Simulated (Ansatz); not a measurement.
C4H10O, charge +3, doublet, at a GFN2-xTB geometry of the parent state (a state made from the parent by changing its charge; the spin is typed, not shown lowest); PBE0/6-31G* run with Ansatz (a program for electronic structure).

Here is a job for Ansatz.
Ansatz 0.2 input:
```yaml
crystal:
  periodic: [false, false, false]
  atoms:
    - {symbol: C, position_ang: [-2.35982969, -0.03023635, 0.13916635]}
    - {symbol: C, position_ang: [-0.97011987, 0.00027248, -0.40685575]}
    - {symbol: C, position_ang: [0.09692071, -0.53950406, 0.56070054]}
    - {symbol: C, position_ang: [1.45683769, -0.39082859, -0.09074227]}
    - {symbol: O, position_ang: [1.77147372, 0.95186914, -0.13961120]}
    - {symbol: H, position_ang: [-2.76897938, -1.04563552, 0.20110872]}
    - {symbol: H, position_ang: [-3.03834302, 0.48591634, -0.54588573]}
    - {symbol: H, position_ang: [-2.40990028, 0.39659707, 1.13937189]}
    - {symbol: H, position_ang: [-0.62619785, 1.03693804, -0.58850743]}
    - {symbol: H, position_ang: [-0.93117855, -0.49041316, -1.38693177]}
    - {symbol: H, position_ang: [0.07997256, 0.02408467, 1.49361956]}
    - {symbol: H, position_ang: [-0.12117966, -1.58875650, 0.77466880]}
    - {symbol: H, position_ang: [1.48827799, -0.85532211, -1.09316915]}
    - {symbol: H, position_ang: [2.20739124, -0.94983897, 0.50690880]}
    - {symbol: H, position_ang: [2.60549408, 1.13325596, -0.59790727]}
basis:
  gaussian:
    orbitals: 6-31G*
hamiltonian:
  xc: pbe0
total_charge: 3
magnetization: {spin_polarized: false, initial_magnetization: 1}
```

Output, abridged:

```
Functional definition: PBE0
1024 factors; integrals over basis functions are off by at most 8.0e-4 eV
mean field evaluation 1: about -6262.7817 eV, gradient 1.2e2 eV
mean field evaluation 2: about -6262.7730 eV, gradient 1.2e2 eV
mean field evaluation 4: about -6283.5745 eV, gradient 6.7e1 eV
mean field evaluation 8: about -6301.7117 eV, gradient 4.0e0 eV
mean field evaluation 16: about -6302.0208 eV, gradient 3.3e-1 eV
mean field evaluation 32: about -6034.8348 eV, gradient 1.6e2 eV
mean field evaluation 64: about -6299.3873 eV, gradient 1.0e1 eV
mean field evaluation 96: about -6301.7392 eV, gradient 2.5e-5 eV
mean field -6302.02122357 eV, -231.5950083028 hartree, gradient 8.6e-5 eV, S^2 0.750000; 4 other end points of the search recorded, 0 dependent functions left out
reference -6302.02124253 eV, -231.5950089994 hartree; 20, 19 occupied and 75, 76 virtual orbitals, 1024 factors
Total energy: -6302.02124253 eV, -231.5950089994 hartree
```
